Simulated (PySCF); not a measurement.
# Hartree-Fock beside MP2: ClGeH2 cation

Calculated results; nothing here was measured. They come from PySCF 2.14.0, an open-source quantum chemistry program, on an isolated molecule that a program drew, which may never have been made. The molecule is ClGeH2 cation (charge +1, singlet), drawn as the SMILES string `[Cl][GeH2+]`.

The geometry was optimised and harmonic frequencies were computed with HF and MP2, all in the cc-pV(D+d)Z basis, for the commonest isotopes, with a restricted reference for singlets and an unrestricted one otherwise, and a frozen core in MP2. Germanium has the cc-pVDZ-PP basis, with a core potential (ECP10MDF) in place of its 10 inner electrons, and its 3s, 3p and 3d shells are frozen in MP2. Each result is a local minimum of its method.

Geometry at the HF minimum:
```xyz
4
ClGeH2 cation, angstrom
Cl   -0.5377    3.0401   -2.9161
Ge    0.1282    2.1249   -1.2034
H     1.5297    1.5735   -1.2280
H    -0.8322    2.0701   -0.0443
```

Lengths of the bonds as drawn, in Å (atoms numbered as above):
```
bond,HF,MP2
Cl1-Ge2,2.053,2.059
Ge2-H3,1.506,1.516
Ge2-H4,1.506,1.516
```

Rotational constants, in GHz:
| constant | HF | MP2 |
|---|---|---|
| A | 138.8 | 136.8 |
| B | 4.878 | 4.848 |
| C | 4.713 | 4.682 |

Harmonic frequencies in cm^-1, each column in rising order, so a row needn't be the same motion in every method:
```
rank,HF,MP2
1,530,526
2,602,570
3,718,676
4,899,852
5,2345,?
6,2384,2318
```

**Estimate the missing MP2 frequency from the HF column.**

A single factor s that minimises the squared misfit of MP2 against s times HF over the other rows is sum(HF x MP2) / sum(HF^2) = 0.9672, with an rms misfit of 15 cm^-1. For rank 5 it gives 0.9672 x 2345 = 2268 cm^-1. The calculation gives 2269 cm^-1, 1 cm^-1 above the estimate. The drawn bonds are on average 0.5 % longer in MP2 than in HF.
